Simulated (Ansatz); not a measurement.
Total energies of the cluster Li₃N⁺ from Ansatz at PBE0-D4/def2-TZVP, gas phase (1 Eh = 27.2114 eV = 2625.5 kJ/mol). The reference geometry is relaxed at PBE0-D4/def2-TZVP.

```xyz
4

Li   -0.4003    0.3311   -1.7451
Li    0.3644    1.3817    1.1284
Li    0.0358   -1.7128    0.6167
N     0.0001    0.0000    0.0000
```

| state | geometry | energy (Eh) |
| --- | --- | --- |
| charge 1 doublet | reference | -77.02084 |
| charge 0 singlet | reference | -77.17184 |
| charge 1 quartet | relaxed at PBE0-D4/def2-TZVP | -76.92100 |

Q: Work out the vertical electron affinity, to the singlet.

A: E(charge 1 doublet) − E(charge 0 singlet) = -77.02084 − (-77.17184) = 0.15100 Eh = 4.11 eV.

Q: Which of the charge 1 states is lowest, and how far above it are the others?

A: The doublet. quartet: -76.92100 − (-77.02084) = 0.09984 Eh = 262.1 kJ/mol. The quartet differs in its bonds from the reference.

The structure comes from a short search, and lower isomers may exist.
